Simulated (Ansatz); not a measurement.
`O[SiH2]B(F)Br` and `NB(F)Br` differ in one atom or group.

Ansatz, PBE0-D4/def2-TZVP geometries, multiplicity 1. Each molecule was computed in one conformer, which needn't be the lowest.

Scalar relativity is left out up to krypton.

```json
{"property": "size of the dipole moment (PBE/def2-TZVPP) / D", "`O[SiH2]B(F)Br`": "0.66"}
{"property": "HOMO energy (PBE/def2-TZVPP) / eV", "`O[SiH2]B(F)Br`": "-7.02"}
{"property": "zero-point energy (PBE0-D4/def2-TZVP) / kJ/mol", "`O[SiH2]B(F)Br`": "101.4"}
{"property": "size of the dipole moment (B3LYP/def2-TZVPP) / D", "`O[SiH2]B(F)Br`": "0.60"}
{"property": "LUMO energy (ωB97M-V/def2-TZVPP) / eV", "`O[SiH2]B(F)Br`": "0.14"}
{"property": "ideal-gas entropy at 298 K and 1 bar (rigid rotor, harmonic PBE0-D4/def2-TZVP) / J/(mol·K)", "`O[SiH2]B(F)Br`": "368"}
```

Task: Give the same properties after the change, and the shifts. (Estimate.)

Result: Computed: 
| property | `NB(F)Br` | shift |
| --- | --- | --- |
| size of the dipole moment (PBE/def2-TZVPP) / D | 2.84 | 2.18 |
| HOMO energy (PBE/def2-TZVPP) / eV | -6.94 | 0.08 |
| zero-point energy (PBE0-D4/def2-TZVP) / kJ/mol | 91.8 | -9.6 |
| size of the dipole moment (B3LYP/def2-TZVPP) / D | 2.86 | 2.26 |
| LUMO energy (ωB97M-V/def2-TZVPP) / eV | 1.93 | 1.79 |
| ideal-gas entropy at 298 K and 1 bar (rigid rotor, harmonic PBE0-D4/def2-TZVP) / J/(mol·K) | 300 | -68 |

With PBE0 the HOMO rises by 0.06 eV and the LUMO rises by 2.53 eV, so the gap widens by about 2.47 eV. PBE moves the HOMO by 0.08 eV and ωB97M-V by -0.05 eV. The zero-point energy changes by -9.6 kJ/mol with -6 modes. Dipoles are sizes alone; their direction can turn. Modes under 60 cm⁻¹, often nearly free rotors, make the harmonic entropy too high.

B3LYP here is the variant with VWN-RPA as its local correlation; programs differ in this.

Spin–orbit coupling is left out; it splits and shifts lone-pair levels of the heavy atoms by tenths of an eV.
